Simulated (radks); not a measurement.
Spherical quantum dot in the effective-mass picture: electrons in a hard-walled sphere of radius 1.55, all in effective atomic units (hartree* = m*/eps^2 hartree, bohr* = eps/m* bohr), one dielectric constant everywhere. Method: non-relativistic Kohn-Sham, exchange-only LDA, spin-polarised, spherical densities; computed with a radial shooting solver with Libxc functionals. Levels are named by radial order and angular momentum (1s, 1p, 1d, 2s, ...), and open shells are averaged over m.

N = 2, configuration 1s2. This is the lowest configuration that the search found. Occupied and some empty levels:

level,occupation,eigenvalue (hartree*),<r> (bohr*)
1s,2,3.6555,0.7973
1p,0,5.6823,0.9289
1d,0,8.3227,1.011
2s,0,9.8491,0.7670

Energy (hartree*): total 5.39547, kinetic 4.1278, external 0, Hartree 2.2394, exchange-correlation -0.97178. Static polarisability (adiabatic kernel): 0.3869 bohr*^3.

Electron density:

r (bohr*),n(r) (e/bohr*^3)
0.0338,0.7106
0.150,0.6953
0.267,0.6611
0.383,0.6092
0.500,0.5416
0.616,0.4616
0.733,0.3740
0.849,0.2848
0.966,0.2002
1.08,0.1267
1.20,0.06833
1.31,0.02854
1.43,0.006498
1.55,7.638e-06
